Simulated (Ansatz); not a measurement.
`[CH3][Ge]([CH3])([Cl])[Cl]` and `[CH3][Ge]([NH2])([Cl])[Cl]` differ in one atom or group.

Ansatz, PBE0-D4/def2-TZVP geometries, multiplicity 1. Each molecule was computed in one conformer, which needn't be the lowest.

Scalar relativity is left out up to krypton.

```csv
property,`[CH3][Ge]([CH3])([Cl])[Cl]`
size of the dipole moment (B3LYP/def2-TZVPP) / D,3.09
size of the dipole moment (PBE/def2-TZVPP) / D,3.02
HOMO–LUMO gap (ωB97M-V/def2-TZVPP) / eV,12.68
HOMO energy (PBE/def2-TZVPP) / eV,-7.16
zero-point energy (PBE0-D4/def2-TZVP) / kJ/mol,200.4
size of the dipole moment (ωB97M-V/def2-TZVPP) / D,3.08
```

Q: Give the same properties after the change, and the shifts. (An estimate is asked.)

A: Ansatz gave: 
```
                                          property  `[CH3][Ge]([NH2])([Cl])[Cl]`  shift
  size of the dipole moment (B3LYP/def2-TZVPP) / D                          3.62   0.53
    size of the dipole moment (PBE/def2-TZVPP) / D                          3.54   0.52
           HOMO–LUMO gap (ωB97M-V/def2-TZVPP) / eV                         11.96  -0.72
                 HOMO energy (PBE/def2-TZVPP) / eV                         -6.44   0.72
    zero-point energy (PBE0-D4/def2-TZVP) / kJ/mol                         171.0  -29.4
size of the dipole moment (ωB97M-V/def2-TZVPP) / D                          3.62   0.54
```

With PBE0 the HOMO rises by 0.56 eV and the LUMO falls by 0.14 eV, so the gap narrows by about 0.70 eV. PBE moves the HOMO by 0.72 eV and ωB97M-V by 0.42 eV. The zero-point energy changes by -29.4 kJ/mol with -3 modes. Dipoles are sizes alone; their direction can turn.

B3LYP here is the variant with VWN-RPA as its local correlation; programs differ in this.

Positive LUMOs are unbound, so they and the gaps depend on the basis.
